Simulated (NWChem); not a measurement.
Species: WSOCl2; SMILES [O]=[W](=[S])([Cl])[Cl]

```xyz
5

W      0.0195     0.1359     0.0000
O      0.1487     1.8182     0.0000
S      2.0005    -0.6275     0.0000
Cl    -1.0109    -0.5079    -1.9105
Cl    -1.0109    -0.5079     1.9105
```
Atoms are numbered in this order, from 1.

Level: PBE0/def2-SVP with def2 effective core potentials on W (NWChem), optimised geometry, unscaled harmonic frequencies. def2 effective core potentials on W; no spin-orbit coupling.

| frequency (cm⁻¹) | IR intensity (km/mol) |
|---|---|
| 112 | 0.4 |
| 141 | 0.7 |
| 149 | 0.2 |
| 220 | 2.3 |
| 282 | 0.6 |
| 414 | 29.4 |
| 427 | 74.1 |
| 566 | 47.2 |
| 1048 | 129.2 |

```yaml
zero_point_energy: 4.8 kcal/mol
thermal correction to the enthalpy at 298.15 K (with zero-point energy): 9.5 kcal/mol
heat capacity Cv: 19.5 cal/(mol K)
entropy at 298.15 K and 1 atm (symmetry number 1): 86.6 cal/(mol K)
```

Rigid rotor and harmonic oscillator.
